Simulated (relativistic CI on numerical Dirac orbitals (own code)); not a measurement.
# How well does a small relativistic CI reproduce Pb IV?

Method of calculation: Dirac-Coulomb-Breit CI, separate exchange-only KLI orbitals for each configuration, a model potential for QED, valence Slater integrals scaled by 0.85, configuration energies shifted to the measured levels that pair with them (semi-empirical) (own radial code, finite nucleus).

Configuration list (outside the closed core [Xe] 4f14): 5d¹⁰6s, 5d¹⁰6p, 5d⁹6s², 5d¹⁰6d, 5d¹⁰7s, 5d¹⁰8s, 5d¹⁰7d, 5d¹⁰6f, 5d⁸6s6p², 5d⁹6s6p, 5d⁹6s5f, 5d¹⁰7p, 5d¹⁰5f, 5d⁹6p², 5d⁹6s5g, 5d⁸6s²6p, 5d¹⁰8p, 5d¹⁰5g, 5d¹⁰8d, 5d¹⁰7f, 5d⁸6s6d², 5d⁹6p6d, 5d⁹6s7p, 5d⁹6s7s, 5d⁹6s6d, 5d⁸6s5f², 5d⁹5f6p, 5d⁸6s²6d, 5d⁹6s8s, 5d⁹6s7d. Levels of other configurations are missing.

| Configuration | Term (tabulated) | J | Measured (cm⁻¹) | Computed | Error | Purity (%) |
| --- | --- | --- | --- | --- | --- | --- |
| 5d¹⁰6s | 2S | 1/2 | 0.0 | 0 | 0 | 99 |
| 5d¹⁰6p | 2P° | 1/2 | 76158.0 | 76792 | 634 | 99 |
| 5d¹⁰6p | 2P° | 3/2 | 97219.0 | 96585 | -634 | 99 |
| 5d⁹6s² | 2D | 5/2 | 101252.0 | 101682 | 430 | 97 |
| 5d⁹6s² | 2D | 3/2 | 122568.0 | 122138 | -430 | 97 |
| 5d¹⁰6d | 2D | 3/2 | 184558.8 | 184677 | 119 | 99 |
| 5d¹⁰7s | 2S | 1/2 | 185103.0 | 185103 | 0 | 100 |
| 5d¹⁰6d | 2D | 5/2 | 186816.8 | 186698 | -119 | 99 |
| 5d¹⁰8s | 2S | 1/2 | 249634.5 | 249635 | 0 | 100 |
| 5d¹⁰7d | 2D | 3/2 | 250401.6 | 250434 | 33 | 99 |
| 5d¹⁰7d | 2D | 5/2 | 251419.5 | 251387 | -33 | 99 |

Measured levels from Moore, Atomic Energy Levels, vol. III, NSRDS-NBS 35 (1971 reprint of NBS Circular 467, 1958); pairs were made by configuration, J and term (by order where the table uses no LS term), so strongly mixed levels may be paired wrongly. The analysis dates from before 1960.

Mean error by configuration (cm⁻¹): 5d¹⁰6p 0; 5d⁹6s² 0; 5d¹⁰6d 0; 5d¹⁰7s 0; 5d¹⁰8s 0; 5d¹⁰7d 0. Over the excited levels the mean absolute error is 243 cm⁻¹ (10 of the 10 excited levels that our extract of the source holds in range could be paired), and the median relative error of those above 1,000 cm⁻¹ is 0.064 %, both after the shifts were fitted to these levels, so that a configuration with one level shows no error.

Configurations whose levels could be paired with our table of measured levels were shifted onto them, all but the ground configuration, by the median error of their levels; single terms can still be off by 1,000 to 2,000 cm⁻¹ or more, and rates follow the energies as ν³ (E1, M1) or ν⁵ (E2). The others borrow a shift and can be off by several thousand cm⁻¹ or more. The fine structure of a lone outer electron comes out too small, for d and f at times inverted, and misplaced configurations move strength between like terms. 10 of the 10 excited levels that our extract of the measured tables holds in this range could be paired (the sources list more); they are missed by 243 cm⁻¹ on average and 634 at most, after the shifts were fitted to these levels, and levels without a partner can miss by more.

Shifts applied (cm⁻¹): 5d¹⁰6s 0; 5d¹⁰6p -3359; 5d⁹6s² -10174; 5d¹⁰6d 347; 5d¹⁰7s -319; 5d¹⁰8s 421; 5d¹⁰7d 753.
